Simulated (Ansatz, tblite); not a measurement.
Cost and result up the ladder for SbH2(SiH3) (SiSbH5) (7 atoms). Charge 0, multiplicity 1. Geometry: r2SCAN-D4/def2-TZVP.

```xyz
7

Sb    0.147    0.480   -1.640
H     1.614   -0.393   -1.546
H    -0.725   -0.960   -1.937
Si   -0.204    0.231    0.902
H    -0.103   -1.172    1.376
H    -1.548    0.761    1.247
H     0.818    1.053    1.598
```

Ansatz on 4 threads of Intel Xeon on a shared host; xTB runs through tblite on one thread. Times are rough, summed over both states, and most runs start from the orbitals of an earlier one. PBE0-D4/def2-TZVP serves as the yardstick here, not as an exact answer. The other state is a triplet.

In the def2 sets Sb takes a core potential; there is no spin–orbit coupling. The xTB rows come from tblite.

xTB has no spin-polarisation term.

| level | functions | wall time |
| --- | --- | --- |
| GFN2-xTB | 23 | 0.013 s |
| GFN1-xTB | 28 | 0.016 s |
| PBE-D4/def2-TZVP | 117 | 3.3 s |
| PBE0-D4/def2-TZVP | 117 | 4.3 s |
| r2SCAN-D4/def2-TZVP | 117 | 4.8 s |

(1) Estimate what each level gives for the vertical triplet (eV).

Results:

(1) 
```
              level  vertical triplet (eV)  difference from PBE0-D4/def2-TZVP (eV)
           GFN2-xTB                   3.77                                   -0.91
           GFN1-xTB                   4.59                                   -0.08
   PBE-D4/def2-TZVP                   4.61                                   -0.06
  PBE0-D4/def2-TZVP                   4.67                                    0.00
r2SCAN-D4/def2-TZVP                   4.65                                   -0.02
```
